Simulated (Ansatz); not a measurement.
`N[Si](F)(Cl)Br` + H–F → `F[Si](F)(Cl)Br` + NH₃ at 700 K and 1 bar (ligand exchange at the Si–N bond).

Isolated molecules relaxed with PBE0-D4/def2-TZVP in Ansatz; ΔE leaves out vibrations. CCSD(T)/CBS is the MP2 limit (def2-TZVPP, def2-QZVPP) plus CCSD(T) − MP2 in def2-TZVPP, frozen cores. This one scheme is used for every species. For Br outer-core shells are correlated without core-valence functions, which leaves a few kJ/mol of doubt a bond. Scalar relativity is left out up to krypton. One conformer a species, not always the lowest.

```tsv
species	CCSD(T)/CBS energy (Eh)	H − E (kJ/mol)	S (J/(mol·K))
`N[Si](F)(Cl)Br`	-3478.08790	153.8	461.8
H–F	-100.39570	45.2	198.5
`F[Si](F)(Cl)Br`	-3522.00110	80.9	420.7
NH₃	-56.50880	116.9	226.5
```

H − E and S are ideal-gas, rigid-rotor, harmonic terms from PBE0-D4/def2-TZVP, for one conformer and one mirror image of each species. 1 Eh = 2625.50 kJ/mol, R = 8.31446 J/(mol·K).

By hand: ΔE, ΔH, ΔS and ΔG.

ΔE = (-3522.00110) + (-56.50880) − (-3478.08790) − (-100.39570) = -0.02630 Eh = -69.1 kJ/mol. Δ(H − E) = 80.9 + 116.9 − 153.8 − 45.2 = -1.2, so ΔH = -70.3 kJ/mol. ΔS = 420.7 + 226.5 − 461.8 − 198.5 = -13.1 J/(mol·K). ΔG = -70.3 − 700 × (-13.1)/1000 = -61.1 kJ/mol.

By hand: the equilibrium constant, and the temperature at which ΔG would vanish if ΔH and ΔS stayed fixed.

log₁₀ K = −ΔG/(RT ln 10) = 4.6. ΔG = 0 at ΔH/ΔS = 5366 K, far beyond where these terms or the molecules hold.

The number of gas molecules stays the same, so ΔS is small and ΔH decides. A doubt of 5 kJ/mol in ΔE shifts log₁₀ K by 0.4 here. Other conformers and mirror images would add mixing entropy, several J/(mol·K) or more a flexible species. These are equilibria of isolated gas molecules and say nothing of rates. Largest T1 diagnostic: 0.010 (customary marks: 0.02 for closed shells, 0.045 for open ones).
